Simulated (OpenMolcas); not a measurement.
## d3 ions of charge +3 down a group on the Zr site of Cs2ZrCl6

```
Program             : OpenMolcas 26.06
Method              : SS-CASPT2, IPEA 0.25 Eh, imaginary shift 0.1 Eh
Spin-orbit coupling : RASSI with atomic mean-field integrals over the reference wave functions
```

The d shell is active; CASPT2 correlates the ligand valence shells and the outer metal core. Each dopant is a cluster with its nearest anions in model potentials and point charges, with no relaxation and no local charge compensation. Distances were set from a Shannon-type radius of the metal (high-spin where two are listed) plus a fixed donor radius (Cl 1.76 Å), in hosts weighted 0.65 to 0.35 with the host's distance in the model lattice. Ligand basis ANO-RCC-VDZP, DKH2 Hamiltonian. States (labels of O, the rotations of Oh). Energies in cm-1 above the lowest state or level, χT in cm3 K/mol; 10Dq and B are least-squares fits to the states below 45000 cm-1, weighted by degeneracy, with a free offset, and given where the rms deviation is under 5 % of |10Dq| (or 100 cm-1) and under 700 cm-1. Spin-only χT is S(S+1) / 2 for the spin of the ground state.

```json
{"Ion": "Cr3+", "Shell": "3d3", "R (Å)": "2.4", "Metal basis": "ANO-RCC-VTZP", "Ground state": "4A2", "First state of that spin": "4T2 14140", "10Dq": "", "B (rms of fit)": "", "First gap with spin-orbit (degeneracies)": "12400 (4, 4)", "χT at 300 K": "1.839", "First state of another spin": "2E 12450", "Spin-only χT": "1.875"}
{"Ion": "Mo3+", "Shell": "4d3", "R (Å)": "2.448", "Metal basis": "ANO-RCC-VTZP", "Ground state": "4A2", "First state of that spin": "4T2 23190", "10Dq": "22465", "B (rms of fit)": "451 (325)", "First gap with spin-orbit (degeneracies)": "8770 (4, 4)", "χT at 300 K": "1.785", "First state of another spin": "2E 8800", "Spin-only χT": "1.875"}
```

χT departs most from the spin-only value for Mo3+, by -0.090 cm3 K/mol.

Roots that are degenerate in the reference are averaged as groups; the widest CASPT2 spread within a group is 570 cm-1 (the 3-fold group of multiplicity 2 near 67200 cm-1 above the lowest state of its run, Mo3+). Shifts and gaps below about the spread of the groups concerned are not significant. Over all roots computed the reference weight is 0.66 to 0.67 in Cr3+, 0.66 to 0.67 in Mo3+; a low but even weight reflects the number of correlated electrons. Ligand-to-metal charge-transfer states are missing. With no ligand orbital active B as a rule stays too high, so bands that hang on it stand too high and its fall with covalency is understated. With one d shell and no ligand orbital active, 10Dq can be off by a tenth or more. These CASPT2 states fit no ligand-field parameters well, so their order and spin gaps are uncertain (holds for Cr3+). The least metal-like active orbital is 78 % on the metal (Löwdin) and no ligand orbital is active, so the numbers are rough (holds for Mo3+). No measured value stands beside these numbers; the geometry was set by hand and not optimised.
